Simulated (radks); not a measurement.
The nuclear charge of the samarium ion Sm+ is varied continuously with 61 electrons held in [Xe] 4f6 6s1. All-electron calculation, non-relativistic Kohn-Sham, PBE, spin-polarised, spherical densities, point nucleus; open shells are filled with parallel spins first (spin-orbit coupling, left out, can overturn this in heavy ions); relativity is left out, which matters for an element this heavy. Program: a radial shooting solver on a logarithmic mesh with Libxc functionals. By the Hellmann-Feynman theorem dE/dZ = E(electron-nucleus)/Z, the electronic potential at the nucleus.

Z     E (hartree)  E(electron-nucleus)/Z (hartree)  HOMO  e(HOMO) (eV)  <r> HOMO (bohr)
61.5   -9846.7144                         -379.765    6s        -5.171            4.510
61.6   -9884.7316                         -380.578    6s        -5.761            4.412
61.7   -9922.8300                         -381.390    6s        -6.371            4.319
61.8   -9961.0095                         -382.200    6s        -6.998            4.233
61.9   -9999.2700                         -383.010    6s        -7.641            4.152
62    -10037.6114                         -383.819    6s        -8.301            4.076
62.1  -10076.0337                         -384.627    6s        -8.977            4.004
62.2  -10114.5368                         -385.434    6s        -9.667            3.936
62.3  -10153.1206                         -386.241    6s       -10.372            3.872
62.4  -10191.7850                         -387.047    6s       -11.092            3.811
62.5  -10230.5300                         -387.853    6s       -11.825            3.752
62.6  -10269.3555                         -388.658    6s       -12.572            3.697
62.7  -10308.2615                         -389.462    6s       -13.333            3.644
62.8  -10347.2480                         -390.267    6s       -14.106            3.594
62.9  -10386.3148                         -391.070    6s       -14.893            3.545
63    -10425.4620                         -391.873    6s       -15.692            3.499

The central difference of E at Z = 62 is -383.819 hartree, to compare with the third column; the second derivative is -8.08 hartree.
